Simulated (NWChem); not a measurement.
System: BAsH4; SMILES B[AsH2]

NWChem printed, in part:

```
             Northwest Computational Chemistry Package (NWChem) 7.3.0
             --------------------------------------------------------

 CS  symmetry detected

                             Geometry "geometry" -> ""
                             -------------------------

 Output coordinates in angstroms (scale by  1.889725989 to convert to a.u.)

  No.       Tag          Charge          X              Y              Z
 ---- ---------------- ---------- -------------- -------------- --------------
    1 B                    5.0000     0.01000560    -1.63763850     0.00000000
    2 As                  33.0000    -0.05239071     0.34405581     0.00000000
    3 H                    1.0000     0.89490254     0.65062741    -1.14066700
    4 H                    1.0000     0.89490254     0.65062741     1.14066700
    5 H                    1.0000    -0.05546991    -2.23345199     1.04725000
    6 H                    1.0000    -0.05546991    -2.23345199    -1.04725000

 Effective nuclear repulsion energy (a.u.)      87.1163269644

      Symmetry information
      --------------------

 Group name             Cs
 Group number              2
 Group order               2
 No. of unique centers     4

                                 NWChem DFT Module
                                 -----------------

 Summary of "ao basis" -> "ao basis" (spherical)
 ------------------------------------------------------------------------------
       Tag                 Description            Shells   Functions and Types
 ---------------- ------------------------------  ------  ---------------------
 B                         def2-tzvp                11       31   5s3p2d1f
 As                        def2-tzvp                16       48   6s5p4d1f
 H                         def2-tzvp                 4        6   3s1p

      Symmetry analysis of basis
      --------------------------

        a'         65
        a"         38

            General Information
            -------------------
          SCF calculation type: DFT
          Wavefunction type:  closed shell.
          No. of atoms     :     6
          No. of electrons :    42
           Alpha electrons :    21
            Beta electrons :    21
          Charge           :     0
          Spin multiplicity:     1
          Use of symmetry is: on ; symmetry adaption is: on
          Maximum number of iterations: 150
          AO basis - number of functions:   103
                     number of shells:    43
          Convergence on energy requested:  1.00D-06
          Convergence on density requested:  1.00D-05
          Convergence on gradient requested:  5.00D-04

              XC Information
              --------------
                          N12 Method XC Functional
                           N12 Exchange Functional  1.000
                         N12 Correlation Potential  1.000

             Grid Information
             ----------------
          Grid used for XC integration:  medium
          Radial quadrature: Mura-Knowles
          Angular quadrature: Lebedev.
          Tag              B.-S. Rad. Rad. Pts. Rad. Cut. Ang. Pts.
          ---              ---------- --------- --------- ---------
          B                   0.85       49          10.0       434
          As                  1.15      112          10.0       590
          H                   0.35       45          11.0       434
          Grid pruning is: on
          Number of quadrature shells:   251
          Spatial weights used:  Erf1

      Superposition of Atomic Density Guess
      -------------------------------------

 Sum of atomic energies:       -2260.67125380

      Non-variational initial energy
      ------------------------------

 Total energy =   -2261.304167
 1-e energy   =   -3321.945757
 2-e energy   =     973.525262
 HOMO         =      -0.278488
 LUMO         =      -0.043293

      Symmetry analysis of molecular orbitals - initial
      -------------------------------------------------

  Numbering of irreducible representations:

     1 a'          2 a"

  Orbital symmetries:

     1 a'          2 a'          3 a'          4 a"          5 a'
     6 a'          7 a'          8 a'          9 a"         10 a'
    11 a"         12 a'         13 a'         14 a"         15 a'
    16 a'         17 a'         18 a"         19 a"         20 a'
    21 a'         22 a'         23 a"         24 a'         25 a'
    26 a'         27 a"         28 a'         29 a'         30 a"
    31 a'

     ---------------------------------------------
      Total Density - Mulliken Population Analysis
     ---------------------------------------------

    Atom       Charge   Shell Charges
 -----------   ------   -------------------------------------------------------
    1 B    5     4.96   0.92  1.06  0.59  0.61  0.07  0.75  0.76  0.16  0.02  0.03  0.01
    2 As  33    33.19   2.00  2.00  1.17  0.78  0.94  0.78  5.99  5.77  0.38  1.83  1.46  8.93  1.08  0.01  0.07  0.01
    3 H    1     0.91   0.20  0.48  0.21  0.01
    4 H    1     0.91   0.20  0.48  0.21  0.01
    5 H    1     1.02   0.24  0.53  0.23  0.01
    6 H    1     1.02   0.24  0.53  0.23  0.01

   convergence    iter        energy       DeltaE   RMS-Dens  Diis-err
 ---------------- ----- ----------------- --------- --------- ---------
 d= 0,ls=0.0,diis     1  -2264.3114902035 -2.35D+03  6.46D-03  1.53D+00
 d= 0,ls=0.0,diis     2  -2264.3387593268 -2.73D-02  4.20D-03  1.25D-01
 d= 0,ls=0.0,diis     3  -2264.3400132406 -1.25D-03  1.97D-03  1.33D-01
 d= 0,ls=0.0,diis     4  -2264.3493662759 -9.35D-03  3.72D-04  1.07D-03
 d= 0,ls=0.0,diis     5  -2264.3495566008 -1.90D-04  1.33D-04  2.77D-04
  Resetting Diis
 d= 0,ls=0.0,diis     6  -2264.3496079143 -5.13D-05  2.41D-05  9.26D-06
 d= 0,ls=0.0,diis     7  -2264.3496091410 -1.23D-06  1.67D-05  7.46D-07
 d= 0,ls=0.0,diis     8  -2264.3496089483  1.93D-07  9.99D-06  1.98D-06

         Total DFT energy =    -2264.349608948274
      One electron energy =    -3326.254484407228
           Coulomb energy =     1064.765674609993
    Exchange-Corr. energy =      -89.977126115405
 Nuclear repulsion energy =       87.116326964366

 Numeric. integr. density =       42.000011780062

                  Occupations of the irreducible representations
                  ----------------------------------------------

                     irrep           alpha         beta
                     --------     --------     --------
                     a'               15.0         15.0
                     a"                6.0          6.0

                       DFT Final Molecular Orbital Analysis
                       ------------------------------------

 Vector   19  Occ=2.000000D+00  E=-2.961769D-01  Symmetry=a"
              MO Center=  1.4D-01, -1.3D+00, -6.9D-15, r^2= 3.2D+00
   Bfn.  Coefficient  Atom+Function         Bfn.  Coefficient  Atom+Function
  ----- ------------  ---------------      ----- ------------  ---------------
     8      0.273908  1 B  pz                93      0.196599  5 H  s
    99     -0.196599  6 H  s                 11      0.172893  1 B  pz
    49     -0.165960  2 As pz                92      0.134207  5 H  s
    98     -0.134207  6 H  s                 81      0.132384  3 H  s
    87     -0.132384  4 H  s                 94      0.116859  5 H  s

 Vector   20  Occ=2.000000D+00  E=-2.936061D-01  Symmetry=a'
              MO Center=  8.3D-02, -4.7D-01, -3.7D-15, r^2= 2.8D+00
   Bfn.  Coefficient  Atom+Function         Bfn.  Coefficient  Atom+Function
  ----- ------------  ---------------      ----- ------------  ---------------
    48     -0.254608  2 As py                47     -0.235791  2 As px
     7      0.233272  1 B  py                42      0.167266  2 As py
    10      0.162861  1 B  py                36      0.163466  2 As s
    41      0.154560  2 As px                37      0.147125  2 As s
    50     -0.142989  2 As px                81     -0.138377  3 H  s

 Vector   21  Occ=2.000000D+00  E=-2.263600D-01  Symmetry=a'
              MO Center= -1.4D-01,  7.0D-02,  1.6D-15, r^2= 2.6D+00
   Bfn.  Coefficient  Atom+Function         Bfn.  Coefficient  Atom+Function
  ----- ------------  ---------------      ----- ------------  ---------------
    47      0.303076  2 As px                48     -0.278288  2 As py
    51     -0.270236  2 As py                50      0.267186  2 As px
    37     -0.225423  2 As s                 36     -0.216971  2 As s
    41     -0.196880  2 As px                42      0.177505  2 As py
     7      0.169570  1 B  py                35      0.103478  2 As s

 Vector   22  Occ=0.000000D+00  E=-9.241668D-02  Symmetry=a'
              MO Center=  5.0D-02, -1.2D+00, -4.5D-15, r^2= 3.1D+00
   Bfn.  Coefficient  Atom+Function         Bfn.  Coefficient  Atom+Function
  ----- ------------  ---------------      ----- ------------  ---------------
     9      0.379900  1 B  px                12      0.378071  1 B  px
     6      0.363339  1 B  px                37      0.280896  2 As s
    82     -0.189303  3 H  s                 88     -0.189303  4 H  s
    51      0.162403  2 As py                36      0.127391  2 As s
    50     -0.111529  2 As px                81     -0.099820  3 H  s

 Vector   23  Occ=0.000000D+00  E= 3.316398D-03  Symmetry=a"
              MO Center=  1.7D-01,  2.6D-01,  5.1D-13, r^2= 3.9D+00
   Bfn.  Coefficient  Atom+Function         Bfn.  Coefficient  Atom+Function
  ----- ------------  ---------------      ----- ------------  ---------------
    52      1.105843  2 As pz                82      0.915176  3 H  s
    88     -0.915176  4 H  s                 49      0.309005  2 As pz
    94     -0.256243  5 H  s                100      0.256243  6 H  s
    43     -0.213198  2 As pz                81      0.187256  3 H  s
    87     -0.187256  4 H  s                 80      0.093854  3 H  s

[...]
```

Level: N12/def2-TZVP. Geometry: optimised at PBE0/def2-SVP.

Task: Write an input that gives this output.

Result: This is not unique; one that fits is the input that was run:
```
start job
memory heap 200 mb stack 900 mb global 1100 mb
geometry units angstroms noautoz
  B      0.006921     1.661155     0.000000
  As     0.005689    -0.321521     0.000000
  H      0.961989    -0.598723    -1.140667
  H      0.961989    -0.598723     1.140667
  H     -0.076904     2.254665     1.047250
  H     -0.076904     2.254665    -1.047250
end
basis spherical
  * library def2-tzvp
end
dft
  xc n12
  iterations 150
  mulliken
end
task dft energy
```
